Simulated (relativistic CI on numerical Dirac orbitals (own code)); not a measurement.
## Sensitivity of the levels of Tb XLV to α and to the nuclear radius

These numbers are calculated, not measured: Dirac-Coulomb-Breit CI, separate exchange-only KLI orbitals for each configuration, derivatives by finite differences, unscaled Slater integrals, QED left out (own radial code, finite nucleus).

Configuration list (outside the closed core [Ne]): 3s2 3p6 3d3, 3s2 3p5 3d4, 3s 3p6 3d4, 3p6 3d5, 3s2 3p6 3d2 4s, 3s2 3p6 3d2 4p, 3s2 3p6 3d2 4d, 3s2 3p5 3d3 4s. Levels of other configurations are missing.

With x = (α/α₀)² − 1 an excitation energy changes as ω = ω₀ + qx; K = 2q/ω₀ is the relative enhancement. Terms are leading LS components, so labels can repeat. The field-shift factor is F = δν/δ⟨r²⟩ for the transition from the lowest level.

Lowest level 3s2 3p6 3d3 4F_3/2.

| Level | ω₀ (cm⁻¹) | q (cm⁻¹) | K | F (GHz/fm²) |
| --- | --- | --- | --- | --- |
| 3s2 3p6 3d3 4F_5/2 | 259630 | 315200 | 2.43 | 4.91 |
| 3s2 3p6 3d3 4P_3/2 | 309272 | 304000 | 1.97 | 4.63 |
| 3s2 3p6 3d3 2G_7/2 | 327170 | 323700 | 1.98 | 5.16 |
| 3s2 3p6 3d3 2G_9/2 | 332607 | 306300 | 1.84 | 5.18 |
| 3s2 3p6 3d3 4P_1/2 | 345626 | 309600 | 1.79 | 4.55 |
| 3s2 3p6 3d3 4P_5/2 | 494197 | 357500 | 1.45 | 5.56 |
| 3s2 3p6 3d3 4F_7/2 | 585862 | 619200 | 2.11 | 9.75 |
| 3s2 3p6 3d3 4F_9/2 | 613953 | 629100 | 2.05 | 10.2 |
| 3s2 3p6 3d3 4P_3/2 | 653163 | 630300 | 1.93 | 9.45 |
| 3s2 3p6 3d3 2P_1/2 | 673522 | 632100 | 1.88 | 9.68 |
| 3s2 3p6 3d3 2H_11/2 | 683168 | 622000 | 1.82 | 10.5 |
| 3s2 3p6 3d3 2D_5/2 | 694931 | 600200 | 1.73 | 8.73 |
| 3s2 3p6 3d3 2F_5/2 | 740630 | 643100 | 1.74 | 9.63 |

At this charge energies of transitions that change n are usually good to better than 1 %, and those within a shell (Δn = 0) to a few per cent.
